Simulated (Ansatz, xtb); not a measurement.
## Ranking isomers of C5H3BrOSe

4 gas-phase structures of C5H3BrOSe, from a drawn sample of its isomers (lower ones may exist). Each was relaxed with GFN2-xTB; where two conformers were screened, the lower at r2SCAN-D4/def2-SVP is listed:

A. `O=C1C=C[Se]C(Br)=C1`, a singlet
B. `O=Cc1c[se]c(Br)c1`, a singlet
C. `O=Cc1[se]ccc1Br`, a singlet
D. `O=C1C=C[Se]C=C1Br`, a singlet

Problem. Make a reasoned guess at their ranking by r2SCAN-D4/def2-SVP single-point energy.

Solution. Calculated order at r2SCAN-D4/def2-SVP: C (0.0), B (19.7), D (21.1), A (23.0) kJ/mol. Less than 1 kcal/mol parts B and D; D and A, so the order within those pairs means little.

Energies above the lowest of each column, in kJ/mol; the last columns are at B3LYP/def2-SVP geometries:

| structure | GFN2-xTB | HF/STO-3G | r2SCAN-D4/def2-SVP | B3LYP/def2-SVP | CCSD(T)/def2-SVP + ΔMP2/def2-TZVPP |
| --- | --- | --- | --- | --- | --- |
| C | 0.0 | 2.1 | 0.0 | 0.0 | 0.0 |
| B | 24.4 | 0.0 | 19.7 | 15.4 | 16.0 |
| D | 25.1 | 25.1 | 21.1 | 20.2 | 27.3 |
| A | 35.1 | 29.0 | 23.0 | 21.5 | 28.5 |

CCSD(T)/def2-SVP + ΔMP2/def2-TZVPP puts C lowest; HF/STO-3G picks B. Flexible structures stand in one conformer each, not always the lowest. ΔMP2 is the change of the MP2 energy from the smaller to the larger basis.

Over these structures GFN2-xTB departs from r2SCAN-D4/def2-SVP by 3.5 kJ/mol on average once a common shift is removed. A GFN2-xTB relaxation took about 0.095 s and the r2SCAN-D4/def2-SVP energy about 3 s on a shared host (Ansatz 0.2.0, xtb 6.7.1).
